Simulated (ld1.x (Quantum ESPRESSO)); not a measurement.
# Logarithmic derivatives: dysprosium (Dy), PAW

ld1.x (Quantum ESPRESSO) 7.5 input, shortened:

```
&input
   title='Dy', zed=66., rel=1, dft='PBE', iswitch=3,
   config='[Xe] 4f10 5d0 6s2 6p0'
 /
 &inputp
   pseudotype=3, lpaw=.true., tm=.true., lloc=-2, rcloc=1.60,
   nlcc=.true., new_core_ps=.true.,
   which_augfun='GAUSS', rmatch_augfun=0.50
 /
8
5S  1  0   2.00   0.00  1.70  1.80  0.0
6S  2  0   2.00   0.00  1.70  1.80  0.0
5P  2  1   6.00   0.00  2.60  3.00  0.0
6P  3  1   0.00   0.00  2.60  3.00  0.0
5D  3  2   0.00   0.00  2.75  3.05  0.0
5D  3  2   0.00   1.80  2.75  3.05  0.0
4F  4  3  10.00   0.00  0.70  1.00  0.0
4F  4  3   0.00   1.45  0.70  1.00  0.0
 &test
   configts(1)='4f10 5s2 5p6 5d0 6s2 6p0'
 /
```

The phase is arctan(r·u′/u) with u = r·R(r), unwrapped; energies in Ry, scanned from -6 to 5 Ry. A pole is an energy at which the radial function vanishes at the test radius. The pseudo phase is shifted by a multiple of π to meet the all-electron one at the reference energy, and phase errors are pseudo minus all-electron; the curves can meet again beyond the range given. Levels narrower than the energy grid can be missing from the lists of poles.

Question: For each channel, where are the poles, and over which energies does the pseudopotential scatter like the atom?

Answer:

| channel | radius (bohr) | reference energy (Ry) | poles, all-electron | poles, pseudo | unbroken range about the reference energy with phases within 0.05 rad | phase error 1 Ry above the reference energy (rad) |
| --- | --- | --- | --- | --- | --- | --- |
| s | 3.29 | -0.28 | -3.58, 1.43 | -3.58, 1.42 | below 3.4 | -0.001 |
| p | 3.29 | -0.09 | -1.80, 2.52 | -1.85, 2.03 | -1.5 to 0.3 | -0.116 |
| d | 3.29 | -0.09 | 0.45, 4.51 | -1.98, 0.44, 4.43 | above -1.7 | -0.004 |
| f | 3.29 | -0.23 | -0.21, 2.82 | -0.21, 2.82 | the whole range | +0.000 |

The ghost test of this file was not conclusive. Its overlap operator is not positive definite in a basis up to 400 Ry (lowest eigenvalue p -0.46, d -0.63), so the file is unfit for use: the generalised eigenproblem breaks down once the basis is large enough, and its test numbers describe a broken file.

Phases in the s channel:

```
E (Ry)  all-electron  pseudo
 -6.00         1.438   1.438
 -5.74         1.435   1.435
 -5.48         1.431   1.431
 -5.22         1.427   1.427
 -4.96         1.422   1.422
 -4.70         1.417   1.417
 -4.44         1.411   1.411
 -4.18         1.403   1.403
 -3.92         1.391   1.391
 -3.66         1.321   1.320
 -3.40        -1.733  -1.733
 -3.14        -1.754  -1.754
 -2.88        -1.767  -1.767
 -2.62        -1.782  -1.782
 -2.36        -1.798  -1.798
 -2.10        -1.817  -1.817
 -1.84        -1.842  -1.842
 -1.58        -1.875  -1.875
 -1.32        -1.921  -1.921
 -1.06        -1.990  -1.990
 -0.80        -2.106  -2.106
 -0.54        -2.340  -2.340
 -0.28        -2.898  -2.898
 -0.02        -3.775  -3.776
  0.24        -4.257  -4.258
  0.50        -4.464  -4.464
  0.76        -4.572  -4.573
  1.02        -4.641  -4.641
  1.28        -4.689  -4.690
  1.54        -4.728  -4.729
  1.80        -4.761  -4.763
  2.06        -4.792  -4.795
  2.32        -4.824  -4.829
  2.58        -4.860  -4.867
  2.84        -4.903  -4.915
  3.10        -4.961  -4.983
  3.36        -5.048  -5.096
  3.62        -5.202  -5.327
  3.88        -5.537  -5.943
  4.14        -6.315  -6.935
  4.40        -7.081  -7.390
  4.66        -7.407  -7.571
  4.92        -7.556  -7.665
```
